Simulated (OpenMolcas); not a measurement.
# What dynamic correlation does to the levels of Cr2+

```
Program             : OpenMolcas 26.06
Basis               : ANO-R2 [6s4p4d2f]
Scalar Hamiltonian  : X2C, finite nucleus
Active space        : 4 electrons in 5 orbitals (3d)
State averaging     : 2S+1 = 5 even, 5 roots; 2S+1 = 3 even, 45 roots; 2S+1 = 1 even, 50 roots
Spin-orbit coupling : state interaction with AMFI integrals over the reference wave functions, term energies averaged over their components
```

Methods on the same reference wave functions:
A. CASSCF
B. SS-CASPT2, IPEA 0.25 Eh, imaginary shift 0.1 Eh (closed shells correlated: 3s 3p)
C. MS-CASPT2, IPEA 0.25 Eh, imaginary shift 0.1 Eh (closed shells correlated: 3s 3p)

Energies in cm⁻¹ above 3d⁴ ⁵D₀, the measured ground level; measured values from Sugar and Corliss, J. Phys. Chem. Ref. Data 6, 317 (1977).

```json
{"Level": "3d⁴ ⁵D₀", "A": "0.0", "B": "0.0", "C": "0.0", "Measured": "0.0"}
{"Level": "3d⁴ ⁵D₁", "A": "65.4", "B": "66.4", "C": "66.5", "Measured": "62.2"}
{"Level": "3d⁴ ⁵D₂", "A": "194", "B": "196", "C": "197", "Measured": "183"}
{"Level": "3d⁴ ⁵D₃", "A": "382", "B": "385", "C": "386", "Measured": "357"}
{"Level": "3d⁴ ⁵D₄", "A": "626", "B": "628", "C": "628", "Measured": "576"}
{"Level": "3d⁴ ³H₄", "A": "20003", "B": "18160", "C": "18160", "Measured": "17274"}
{"Level": "3d⁴ ³H₅", "A": "20137", "B": "18300", "C": "18300", "Measured": "17397"}
{"Level": "3d⁴ ³H₆", "A": "20289", "B": "18460", "C": "18460", "Measured": "17531"}
{"Level": "3d⁴ ³P₀(1)", "A": "21687", "B": "17070", "C": "17040", "Measured": "16771"}
{"Level": "3d⁴ ³P₁(1)", "A": "22071", "B": "17460", "C": "17430", "Measured": "17169"}
{"Level": "3d⁴ ³P₂(1)", "A": "22778", "B": "18160", "C": "18140", "Measured": "17851"}
{"Level": "3d⁴ ³F₂(1)", "A": "22987", "B": "19130", "C": "19110", "Measured": "18452"}
{"Level": "3d⁴ ³F₃(1)", "A": "23040", "B": "19190", "C": "19170", "Measured": "18511"}
{"Level": "3d⁴ ³F₄(1)", "A": "23120", "B": "19270", "C": "19260", "Measured": "18583"}
{"Level": "3d⁴ ³G₃", "A": "25221", "B": "21770", "C": "21770", "Measured": "20704"}
{"Level": "3d⁴ ³G₄", "A": "25384", "B": "21940", "C": "21940", "Measured": "20853"}
{"Level": "3d⁴ ³G₅", "A": "25533", "B": "22100", "C": "22100", "Measured": "20996"}
{"Level": "3d⁴ ¹I₆", "A": "30014", "B": "27470", "C": "27470", "Measured": "26015"}
{"Level": "3d⁴ ¹G₄(1)", "A": "31606", "B": "26450", "C": "26430", "Measured": "25139"}
{"Level": "3d⁴ ³D₃", "A": "32598", "B": "26950", "C": "26950", "Measured": "25726"}
{"Level": "3d⁴ ³D₂", "A": "32653", "B": "27010", "C": "27010", "Measured": "25781"}
{"Level": "3d⁴ ³D₁", "A": "32709", "B": "27060", "C": "27060", "Measured": "25848"}
{"Level": "3d⁴ ¹S₀(1)", "A": "36704", "B": "28100", "C": "28070", "Measured": "27372"}
{"Level": "3d⁴ ¹D₂(1)", "A": "39313", "B": "34000", "C": "33990", "Measured": "32152"}
```

Deviations, from unrounded energies. A percentage is the sum of absolute deviations over the sum of measured energies, with the sign that they share, or ± where signs differ.

```json
{"Against measurement": "mean absolute deviation (cm-1)", "Levels": "23", "A": "4300", "B": "780", "C": "780"}
{"Against measurement": "fine structure of the ground term (%)", "Levels": "4", "A": "+7.6", "B": "+8.3", "C": "+8.4"}
{"Against measurement": "other terms of the ground configuration (%)", "Levels": "19", "A": "+23.8", "B": "+4.4", "C": "+4.3"}
```

B, C lie about equally close to measurement and A furthest from it. The largest miss of C in the table is 3d⁴ ¹D₂(1), by +1800 cm-1. The ranking rests on the paired levels alone, and a cruder setting can come out closer through cancelling errors.

Between B and C the level of the table that moves most is 3d⁴ ³P₀(1), by 29 cm-1 (lowest in C, highest in B). Moves below CASPT2's spread within the term are not significant.

The two smallest mean deviations differ by little beside CASPT2's spread within terms, so their order carries little weight.

From A to B the spin-free energies of the other terms of 3d⁴ shown, above ⁵D, scale by factors of 0.76 to 0.91, as is usual when dynamic correlation screens the repulsion within a d or f shell.

The lowest spin-free term lies below A's lowest term by 0.315 hartree in B, 0.315 hartree in C.

CASPT2 does not keep the components of a term degenerate, so their means are used; among the terms shown or strongly mixed into the levels shown the widest spread is 1400 cm-1 (3d⁴ ¹I, C). Without dynamic correlation excited terms often stand tens of per cent too high (terms of higher spin than the ground term too low), and those without a measured partner can miss by more than the paired ones (holds for A). The CASPT2 spread within a term exceeds the gap to the next term for 3d⁴ ³D and 3d⁴ ¹I, 3d⁴ ¹I and 3d⁴ ¹S(1), so the order of their levels is uncertain (holds for C). Computed and measured levels are paired by configuration, term and J; levels that our copy of the source lacks, or whose pairing is in doubt (as where it misses far off the trend of its configuration), stay unpaired and out of the deviations. Levels of configurations outside the active space are missing. Levels that lie high or do not pair safely by name in every column are left out.

A number in round brackets counts repeated terms of one configuration in the order of the reference energies.
